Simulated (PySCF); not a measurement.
NICS in isomers of C7H6O.

Definitions: NICS(0) = −σiso at the ring centroid; NICS(1) = −σiso and NICS(1)zz = −σzz at ±1 Å along the ring normal z. Level: GIAO PBE0/pcSseg-1 (PySCF, non-relativistic, gas phase) on the GFN2-xTB geometries, one conformer each. Atom numbers follow the mapped SMILES.

Question: Order these rings by mean NICS(1)zz, lowest (most negative) first (ppm).
A. ring C3–C4–C5–C6–C7 in `[CH:1]#[C:2][C:3]1=[CH:4][CH2:5][CH2:6][C:7]1=[O:8]`
B. ring C2–C3–C4–C7 in `[CH2:1]=[C:2]1[CH:3]=[C:4]([CH:5]=[O:6])[C:7]1=[CH2:8]`
C. ring C4–C5–C6–C7–O8 in `[CH:1]#[C:2][CH2:3][c:4]1[cH:5][cH:6][cH:7][o:8]1`

Answer: C (-26.6), A (-4.9), B (2.0).

| SMILES | ring | NICS(0) | NICS(1) | NICS(1)zz | HOMA | rms pucker (Å) | ring atoms with four or more neighbours |
| --- | --- | --- | --- | --- | --- | --- | --- |
| C#CCc1ccco1 | 5-membered ring with O; formal bonds all aromatic | -12.1 | -10.3 | -26.6 | 0.46 | 0.00 | 0 |
| C#CC1=CCCC1=O | 5-membered carbocycle; formal bonds 1 double, 4 single | 0.4 | -3.4 | -4.9 | – | 0.00 | 2 |
| C=C1C=C(C=O)C1=C | 4-membered carbocycle; formal bonds 1 double, 3 single | 3.9 | -2.9 | 2.0 | -0.73 | 0.00 | 0 |

NICS(0) gives the same order. The isotropic NICS(1) gives the same order. HOMA uses Krygowski's 1993 parameters; it is left out where a ring has a four-coordinate atom, a triple bond, no multiple bond or a kind of bond without parameters. NICS(1) and NICS(1)zz are means over the two faces.
